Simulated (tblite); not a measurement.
Species: C7H9OP.
Numbering: `[CH:1]#[C:2][P@@:3](=[O:4])([CH:5]=[CH2:6])/[CH:7]=[CH:8]/[CH3:9]` (hydrogens: H10 on C1; H11 on C5; H12, H13 on C6; H14 on C7; H15 on C8; H16, H17, H18 on C9)

The geometry is computed with GFN2-xTB (gas phase).

What internal coordinates does the optimisation give?

```csv
bond,length (Å)
C1≡C2,1.201
C2–P3,1.780
P3=O4,1.465
P3–C5,1.815
C5=C6,1.321
P3–C7,1.807
C7=C8,1.326
C8–C9,1.486
C1–H10,1.052
C5–H11,1.080
C6–H12,1.078
C6–H13,1.079
C7–H14,1.080
C8–H15,1.084
"C9–H16, C9–H17, C9–H18",1.089
```

Bonds in one row agree within 0.01 Å and their mean is given. A selection of angles:
```csv
angle,degrees
C1–C2–P3,177.8
C2–P3–O4,114.8
C2–P3–C5,102.1
C2–P3–C7,102.9
O4–P3–C5,114.9
O4–P3–C7,115.0
C5–P3–C7,105.5
P3–C5–C6,118.6
P3–C7–C8,118.4
C7–C8–C9,125.6
```

Dihedral angles: C2–P3–C5–C6 -130° (anticlinal); C2–P3–C7–C8 131° (anticlinal); P3–C7–C8–C9 179° (antiperiplanar).

Of the pairs four or more bonds apart, O4···H15 is among the closest relative to their van der Waals radii: 2.57 Å, 94 % of the sum of Bondi's values. The C–C distances run from 1.201 Å (C1≡C2, drawn triple) to 1.486 Å (C8–C9, drawn single), a spread of 0.285 Å. P3 (phosphoryl phosphorus) is distorted tetrahedral (angles from 102.1° to 115.0°). The 3 C–P bonds span 1.780 Å (C2–P3, drawn single) to 1.815 Å (P3–C5, drawn single), a spread of 0.035 Å.

Point group: C1 (no symmetry element, even within 0.4 Å). Its GFN2-xTB frequencies are all real (lowest 47 cm⁻¹). One conformer, not necessarily the lowest. 2 starts were optimised and ended at 0.00 and 1.50 kcal/mol (GFN2-xTB); the lowest of these is shown.
